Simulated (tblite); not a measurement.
A tight-binding relaxation on `CC(C)C[C]1([GaH2])CC1`.

Computed with GFN2-xTB geometry optimisation, gas phase (tblite 0.8.0). Start geometry: from a force field or distance geometry. A driver script takes a list of jobs; this job's settings line and coordinates (Å) are shown.

Command:
```bash
OMP_NUM_THREADS=1 python probes_run.py task.json out
```

Input:
```
{"job": {"kind": "relax", "xc": "GFN2-xTB", "basis": "xTB"}, "charge": 0, "multiplicity": 1}
C      1.440300     1.334100    -0.397500
C      1.395400    -0.165900    -0.346800
C      2.670600    -0.702300     0.349100
C      0.237100    -0.587700     0.478500
C     -1.115000    -0.161000    -0.005500
Ga    -1.714000     1.815800    -0.279700
C     -1.939300    -1.349100    -0.502500
C     -2.282100    -0.670700     0.792500
H      0.903500     1.737500    -1.288400
H      2.506500     1.625400    -0.407000
H      0.980000     1.824800     0.484500
H      1.353200    -0.577400    -1.376100
H      2.823700    -1.740100     0.019400
H      2.548900    -0.716600     1.453400
H      3.487900    -0.069600    -0.004100
H      0.316200    -0.176100     1.541100
H      0.231000    -1.692000     0.628400
H     -1.304000     3.141400    -0.361100
H     -3.321200     1.879800    -0.763600
H     -1.408500    -2.308100    -0.541800
H     -2.558700    -1.114400    -1.408700
H     -3.258900    -0.180300     0.793300
H     -1.997600    -1.120500     1.766500
```

Output:
```
step      E/eV     max force
  0    -646.05958    3.882
  1    -646.51773    1.508
  2    -646.67094    0.839
  3    -646.75986    0.760
  4    -646.80871    0.810
  5    -646.86785    0.800
  6    -646.92439    0.588
  7    -646.95732    0.326
  8    -646.97063    0.320
  9    -646.98054    0.349
... (128 lines left out)
138    -647.21002    0.016
139    -647.21008    0.018
140    -647.21014    0.020
141    -647.21018    0.019
142    -647.21023    0.013
143    -647.21026    0.011
144    -647.21029    0.012
145    -647.21032    0.013
146    -647.21034    0.010
147    -647.21035    0.009
```

«max force» is the largest atomic force in eV/Å.

Problem. From which step on does the largest force stay under 0.1 eV/Å, and how much energy is left to gain from there?

Solution. From step 54 (0.071 eV/Å), 46.5 meV above the end.

In short: energy lowered by 26.5 kcal/mol over 147 steps; largest atomic force 0.009 eV/Å at the end.

Problem. Where do the atoms end?

Solution. 0.551 Å rms from the input after alignment:
```
atom  x, y, z in Å
C1     1.3538    1.1855   -0.7129
C2     1.3279   -0.2521   -0.1995
C3     2.6625   -0.5979    0.4592
C4     0.1852   -0.4619    0.8040
C5    -1.1792   -0.1116    0.2390
Ga6   -1.7375    1.8096   -0.0355
C7    -1.7884   -1.0564   -0.7690
C8    -2.3481   -0.9961    0.6103
H9     0.5085    1.3805   -1.3853
H10    2.2707    1.3767   -1.2667
H11    1.2972    1.8865    0.1242
H12    1.1743   -0.9257   -1.0501
H13    2.6516   -1.6182    0.8366
H14    2.8579    0.0736    1.2928
H15    3.4792   -0.5067   -0.2536
H16    0.3782    0.1670    1.6829
H17    0.1969   -1.5058    1.1341
H18   -1.0183    3.1265    0.4621
H19   -3.1534    1.9962   -0.7267
H20   -1.2321   -1.9375   -1.0555
H21   -2.3894   -0.6358   -1.5720
H22   -3.3258   -0.5354    0.7335
H23   -2.1766   -1.8340    1.2719
```

Problem. Estimate the wall time. Hardware: one thread, Arm Neoverse V1 (aarch64), shared host.

Solution. About 1.3 s.
Labels such as C1 count atoms from 1, the log's own numbers from 0.
